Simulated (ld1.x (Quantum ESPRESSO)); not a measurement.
Which change was made? (Zn, PAW)

| Item | Value |
| --- | --- |
| Element | Zn (Z = 30) |
| Generator | ld1.x (Quantum ESPRESSO) 7.5 |
| Type | PAW |
| Functional | PBE |
| Relativity | scalar-relativistic |
| Frozen core | [Ar] |
| Valence charge | 12 |
| Reference configuration | 3d10 4s1.75 4p0.25 |
| Partial waves | 4s (bound): rcut 1.65, rcutus 2.00 bohr; 4s channel at 1.2 Ry: rcut 1.65, rcutus 2.00 bohr; 4p (bound): rcut 2.55, rcutus 2.90 bohr; 4p channel at 5.05 Ry: rcut 2.55, rcutus 2.90 bohr; 3d (bound): rcut 1.00, rcutus 1.10 bohr; 3d channel at -0.2 Ry: rcut 1.00, rcutus 1.10 bohr |
| Local potential | all-electron potential smoothed inside 2.55 bohr (lloc = -1) |
| Core correction | Bessel-smoothed model core inside 1.00 bohr |
| Augmentation charge | BG, radius 1.15 bohr |

Cutoffs, loose and tight: the cutoffs (Ry, on a coarse ladder) from which the occupation-weighted sum of valence levels, in a spherical-Bessel basis at the reference potential, stays within 10 and 1 mRy of its value at 400 Ry. They do not see the model core or the augmentation charge, which bear on the density cutoff. Test errors are all-electron minus pseudo excitation energies from the reference, over the configurations 3d10 4s2 4p0; 3d10 4s1 4p0; 3d10 4s0 4p0; 3d8 4s0 4p0; 3d9 4s2 4p1; 3d10 4s0 4p2; 3d9 4s0 4p0; variants that change the core or the reference have their own tests.

The base gives: outcome: generated; cutoff, loose: 120 Ry; cutoff, tight: 200 Ry; bound ghosts: none; largest test error (meV): -1229.

Task: After one change the result is: outcome: generated; cutoff, loose: 180 Ry; cutoff, tight: 300 Ry; bound ghosts: none; largest test error (meV): -1164. Which change was it?
A. waves 3d (bound): rcut 0.86, rcutus 0.92 bohr; 3d channel at -0.2 Ry: rcut 0.86, rcutus 0.92 bohr
B. waves 3d (bound): rcut 1.00, rcutus 1.62 bohr; 3d channel at -0.2 Ry: rcut 1.00, rcutus 1.62 bohr
C. waves 3d (bound): rcut 1.00, rcutus 1.20 bohr; 3d channel at -0.2 Ry: rcut 1.00, rcutus 1.20 bohr
D. waves 3d (bound): rcut 0.70, rcutus 0.74 bohr; 3d channel at -0.2 Ry: rcut 0.70, rcutus 0.74 bohr

Result: A. The others give: waves 3d (bound): rcut 1.00, rcutus 1.20 bohr; 3d channel at -0.2 Ry: rcut 1.00, rcutus 1.20 bohr → outcome: generated; cutoff, loose: 100 Ry; cutoff, tight: 160 Ry; bound ghosts: none; largest test error (meV): -1266 | waves 3d (bound): rcut 1.00, rcutus 1.62 bohr; 3d channel at -0.2 Ry: rcut 1.00, rcutus 1.62 bohr → outcome: generated; cutoff, loose: 40 Ry; cutoff, tight: 70 Ry; bound ghosts: none; largest test error (meV): -1304 | waves 3d (bound): rcut 0.70, rcutus 0.74 bohr; 3d channel at -0.2 Ry: rcut 0.70, rcutus 0.74 bohr → outcome: generated; cutoff, loose: 300 Ry; cutoff, tight: over 300 Ry; bound ghosts: none; largest test error (meV): -1120.
